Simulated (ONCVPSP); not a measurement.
## What one change does to a pseudopotential (Ho (Z = 67), ONCV)

* Element: holmium
* Generator: ONCVPSP 4.0.1
* Type: optimised norm-conserving Vanderbilt (ONCV)
* Functional: PBE
* Relativity: scalar-relativistic
* Frozen core: [Kr] 4d10 4f10
* Valence charge: 11
* Reference configuration: 5s2 5p6 5d1 (charge +2)
* Partial waves: 5s: rc 1.20 bohr, ncon 5, nbas 9, qcut 5 1/bohr, 3 projectors, debl 3 Ha; 5p: rc 2.25 bohr, ncon 3, nbas 6, qcut 7.6 1/bohr, 2 projectors, debl 3 Ha; 5d: rc 3.05 bohr, ncon 4, nbas 8, qcut 4.7 1/bohr, 2 projectors, debl 3.2 Ha; f scattering state at 0.27 Ha: rc 2.70 bohr, ncon 4, nbas 7, qcut 4.5 1/bohr, 1 projector
* Local potential: polynomial inside 1.15 bohr (lpopt 5, dvloc0 2 Ha)
* Core correction: polynomial model core, fcfact 0.65

Change: p: qcut 10.3.

Cutoffs: the cutoffs (Ha) at which the residual kinetic energy of the hardest occupied pseudo-wave falls to 1 and 0.1 mHa per electron; they do not see the model core or the augmentation charge, which bear on the density cutoff. Errors are all-electron minus pseudo energies relative to the spin-unpolarised reference configuration.

Task: What does the change do?

Result: The potential gets neither clearly harder nor softer (68 Ha and 125 Ha → 68 Ha and 125 Ha); both files keep a bound ghost (s); the errors of the 4 common tests hardly move.

```csv
quantity,base,changed
"cutoff, loose",68 Ha,68 Ha
"cutoff, tight",125 Ha,125 Ha
loose cutoff by channel,"s 68 Ha, p 8.0 Ha, d 7.8 Ha","s 68 Ha, p 13 Ha, d 7.8 Ha"
bound ghosts,s,s
GHOST(+) flags under 300 eV,none,none
"error for 5s2 5p6 5d1 6s2, meV [ΔE -19.54 eV]",-13,-13
"error for 5s2 5p6 5d1 6s1, meV [ΔE -12.60 eV]",-4.3,-4.3
"error for 5s2 5p6 5d0, meV [ΔE 19.94 eV]",-35,-35
"error for 5s2 5p6 5d2, meV [ΔE -10.91 eV]",-19,-19
s: phases at 1.21 bohr within 0.05 rad from the reference energy up to (Ha; the scan ends near 5),to the end of the scan,to the end of the scan
p: phases at 2.29 bohr within 0.05 rad from the reference energy up to (Ha; the scan ends near 5),4.9,to the end of the scan
d: phases at 3.09 bohr within 0.05 rad from the reference energy up to (Ha; the scan ends near 5),0.4,0.4
f: phases at 2.74 bohr within 0.05 rad from the reference energy up to (Ha; the scan ends near 5),1.4,1.4
"rms error of d²Exc/dni dnj with the model core, mHa",0.61,0.54
```

 A true bound ghost makes a file unfit for plane-wave use even where its test errors are small: the radial tests pick states by their node count and pass the ghost by.
